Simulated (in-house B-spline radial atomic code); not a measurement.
RPA and G0W0 on BHandHLYP: Si IV (Si3+)

Configuration [Ne] 3s1, highest spin, mean-field start BHandHLYP. Computed with an all-electron radial atomic-structure program (B-spline basis): all electrons, non-relativistic, point nucleus, each spin shell either full or empty, empty states to l = 9 with an (l + 1/2)⁻⁴ tail; G0W0 by contour deformation at full frequency.

Command:
```bash
python run_gw.py task.json out
```
Settings (radii: box in bohr, nucleus in fm):
```
Z                        14
electrons                11
configuration            [Ne] 3s1
hamiltonian              nr
method                   bhandhlyp
lmax                     9
spin_polarised           True
box_radius               14.14
intervals                48
ion_configuration        [He] 2s2 2p6
```

Time taken, with all properties: 1.2 s on 1 thread of Arm Neoverse V2, with other jobs on the host.

Energies (hartree):

```tsv
term	value
mean-field total	-287.27137
Hartree-Fock functional on these orbitals	-286.81886
direct second order	-0.68277
second-order exchange	0.25316
SOSEX correction	0.2346
```

(1) What is the RPA correlation energy, and what remains with SOSEX?

Quasi-particle levels (eV):

```tsv
level	occupied	mean field	Σx - vxc	Σc	QP weight	G0W0
3s up	yes	-42.74	-1.95	?	?	?
2p down	yes	-142.44	-9.35	2.64	0.943	-149.16
3s down	no	-36.08	4.48	-1.79	0.952	-33.39
```

G0W0 = mean field + (Σx - vxc) + Σc, with Σc (partial-wave tail included) taken at the quasi-particle energy. Only the outer levels were computed. Levels of low weight are left out.

(2) Where does G0W0 put 3s up?

(3) What does it cost to remove one electron (to [He] 2s2 2p6) by differences of total energies, each species on its own start (correlation terms add to the Hartree-Fock functional)?

Results:

(1) RPA gives -0.61736 hartree (-1.53 eV per electron); RPA + SOSEX gives -0.38275, and the second-order doubles -0.42961 hartree (no singles). SOSEX takes back 38 % of the RPA value.

(2) At -45.83 eV, with Σc = -1.14 eV and a quasi-particle weight of 0.972. The tabulated removal energy is 45.142 eV (NIST, measured); the calculation leaves out relativity, Breit and QED terms, and what these don't explain is the method's own error.

(3) BHandHLYP 45.58 eV, Hartree-Fock functional 44.63 eV, + RPA 45.59 eV, + RPA + SOSEX 44.99 eV, + second order 45.09 eV. Tabulated: 45.142 eV (NIST, measured); the calculation leaves out relativity, Breit and QED terms, and what these don't explain is the method's own error.
